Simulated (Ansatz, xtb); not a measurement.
Relaxing a trial structure of ClFGaHSi2

The starting geometry of this gas-phase singlet was built from a drawn formula by distance geometry; its bonds are those of `[F][Ga]([Cl])[Si]#[SiH]`.

```xyz
6

Cl   -2.2232   -3.4098   -2.2719
F     0.2640   -3.5414    0.3631
Ga   -0.6089   -2.7937   -1.0046
Si   -0.0138   -0.3033   -0.9136
Si    0.4256    1.5620   -0.8181
H     0.7419    3.0456   -0.7825
```

Question: Where would you expect an optimisation with r2SCAN-D4/def2-SVP to take it?

Answer: It rearranges, giving a structure given below by its coordinates. Distances that change by over a tenth: Ga3–Si4 (2.56 → 2.28 Å), Ga3–Si5 (4.48 → 2.70 Å), Si4–Si5 (1.92 → 2.21 Å). Contacts that open: F2–Ga3 (1.79 → 2.80 Å). Contacts that close: F2–Si5 (5.24 → 1.66 Å).

The energy falls by 2.77 eV over 36 steps:

```csv
step,E − E(last) (eV)
1,2.772
5,2.045
9,1.525
13,1.428
17,1.157
20,0.954
24,0.907
28,0.253
32,0.010
36,0.000
```

Final geometry (Å):

```json
{"atom": "Cl", "x (Å)": "-1.5429", "y (Å)": "-3.8957", "z (Å)": "-1.3377"}
{"atom": "F", "x (Å)": "0.3087", "y (Å)": "-1.1553", "z (Å)": "0.5624"}
{"atom": "Ga", "x (Å)": "-0.9885", "y (Å)": "-1.8870", "z (Å)": "-1.8082"}
{"atom": "Si", "x (Å)": "-0.5277", "y (Å)": "0.2173", "z (Å)": "-2.5567"}
{"atom": "Si", "x (Å)": "0.3085", "y (Å)": "0.1029", "z (Å)": "-0.5185"}
{"atom": "H", "x (Å)": "1.0275", "y (Å)": "1.1772", "z (Å)": "0.2312"}
```

From the same start GFN2-xTB ends elsewhere, differing in F2–Ga3 (1.84 against 2.80 Å here), F2–Si5 (3.14 against 1.66 Å here).

No frequencies were run, so the end isn't proven a minimum. Run with Ansatz 0.2.0, 60 s on 2 threads of Intel(R) Xeon(R) 6975P-C (Granite Rapids), with other jobs on the host.
